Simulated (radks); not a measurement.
Results of a calculation; reference values are marked as such.
The titanium ion Ti2+, configuration [Ar] 3d2. Level of theory: scalar-relativistic Kohn-Sham, PBE, spin-unpolarised, spherical densities, finite nucleus; Fermi nuclear charge, rms radius 3.5921 fm (a radial shooting solver on a logarithmic mesh with Libxc functionals).

Radial electron density D(r) = 4 pi r^2 rho(r):

r (bohr),D(r) (e/bohr)
0.006127,2.725
0.007851,4.122
0.01006,6.102
0.01289,8.792
0.01652,12.24
0.021,16.16
0.02691,20.39
0.03449,24.01
0.0442,26.00
0.05664,25.58
0.07258,23.04
0.09226,20.29
0.1182,19.72
0.1515,22.70
0.1942,26.94
0.2488,27.54
0.3188,21.83
0.4053,13.51
0.5194,8.328
0.6656,8.704
0.8529,10.31
1.093,8.922
1.389,5.397
1.78,2.268
2.282,0.7227
2.924,0.1948
3.747,0.04368
4.801,0.006519

D(r) has 3 maxima, at r = 0.0479, 0.226, 0.881 bohr, and minima at 0.109, 0.572 bohr, inside which lie 2.14, 10.46 electrons.
